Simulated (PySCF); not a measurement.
Species: C5H10GeSi.
Numbering: `[CH2:1]=[CH:2][CH2:3][SiH2:4][C:5]#[C:6][GeH3:7]` (hydrogens: H8, H9 on C1; H10 on C2; H11, H12 on C3; H13, H14 on Si4; H15, H16, H17 on Ge7)

Level of theory: core-valence-separated Tamm–Dancoff BHandHLYP/aug-pcX-1 (pcseg-1 on H, def2-SVPD on Si, def2-SVPD on Ge) in PySCF, non-relativistic, gas phase, PBE0-D3(BJ)/def2-SVP geometry.

Computed carbon K-edge spectrum, Gaussian lines of 0.3 eV full width, highest printed point 100; it ends one width below the last computed root. The energies are unshifted.

(photon energy (eV), absorption): (282.2, 1), (282.3, 6), (282.4, 27), (282.5, 63), (282.6, 93), (282.7, 100), (282.8, 87), (282.9, 55), (283.0, 22), (283.1, 5), (283.2, 1), (283.3, 0), (283.4, 0), (283.5, 0), (283.6, 0), (283.7, 0), (283.8, 0), (283.9, 0), (284.0, 0), (284.1, 0), (284.2, 0), (284.3, 0), (284.4, 0), (284.5, 0), (284.6, 0), (284.7, 0), (284.8, 0), (284.9, 0), (285.0, 0), (285.1, 1), (285.2, 2), (285.3, 4), (285.4, 6), (285.5, 6), (285.6, 7), (285.7, 11), (285.8, 22), (285.9, 38), (286.0, 43), (286.1, 33), (286.2, 19), (286.3, 10), (286.4, 7), (286.5, 6), (286.6, 6)

Question: Where are the maxima, and which lines make them up?

Answer: 2 maxima:
- 282.7 eV: C5 (alkyne carbon), 282.57 eV, f = 0.111, sum of 2, 1s→π*, 33 % of the height at the exact maximum; C1 (terminal =CH2 carbon), 282.63 eV, f = 0.056, 1s→π*, 23 % of the height at the exact maximum; C6 (alkyne carbon), 282.76 eV, f = 0.046, 1s→π*, 17 % of the height at the exact maximum; C2 (alkene CH carbon), 282.84 eV, f = 0.065, 1s→π*, 14 % of the height at the exact maximum
- 286.0 eV: C3 (sp3 carbon bound to silicon), 286.01 eV, f = 0.030, 30 % of the height at the exact maximum; C3 (sp3 carbon bound to silicon), 285.92 eV, f = 0.027, 25 % of the height at the exact maximum; C1 (terminal =CH2 carbon), 286.02 eV, f = 0.022, 22 % of the height at the exact maximum; C6 (alkyne carbon), 285.86 eV, f = 0.019, 12 % of the height at the exact maximum

Further lines of some strength in the range: C6, 282.80 eV, f = 0.046; C2, 286.14 eV, f = 0.020; C5, 286.39 eV, f = 0.010.

Roots within 0.03 eV on the same or equivalent atoms count as one line; shares under 12 % aren't listed.

Vibrational structure and lifetime widths aren't in the curve. The ionisation threshold wasn't computed; near and above it a finite basis only mimics Rydberg series and continuum. The BHandHLYP/aug-pcX-1 (pcseg-1 on H, def2-SVPD on Si, def2-SVPD on Ge) calculation is non-relativistic and has no spin–orbit coupling, an omission that weighs most on germanium.

The values belong to the conformer `[CH2:1]=[CH:2][CH2:3][SiH2:4][C:5]#[C:6][GeH3:7]`: C1–C2–C3–Si4 110°, C2–C3–Si4–C5 55°.
